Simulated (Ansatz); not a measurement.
Basis-set extrapolation for C$_{8}$H$_{16}$, SMILES `C=C(C)CC(C)(C)C` (PBE0-D4/def2-TZVP geometry, frozen core, the Gaussian-basis code of Ansatz). Multiplicity 1, RHF reference.

```json
{"": "HF", "def2-TZVPP": "-312.359013", "def2-QZVPP": "-312.373458"}
{"": "MP2 correlation", "def2-TZVPP": "-1.393755", "def2-QZVPP": "-1.479147"}
{"": "CCSD(T) correlation", "def2-TZVPP": "-1.535442", "def2-QZVPP": "not run"}
```

Energies in hartree. Use E(X) = E(∞) + A·exp(−7.88·√X) for Hartree–Fock and E(X) = E(∞) + B·X^(−2.97) for correlation, with X = 3 and 4, and add CCSD(T) minus MP2 of the smaller set to the MP2 limit.

Problem. What is the CCSD(T) energy at the basis-set limit?

Solution. HF limit: -312.373458 + (-0.014445) × 0.13774 = -312.37545. MP2 limit: -1.479147 + (-0.085392) × 0.74074 = -1.54240. Higher-order term: -1.535442 − (-1.393755) = -0.14169. Total: -314.05954 hartree, 103.6 kcal/mol below CCSD(T)/def2-TZVPP.
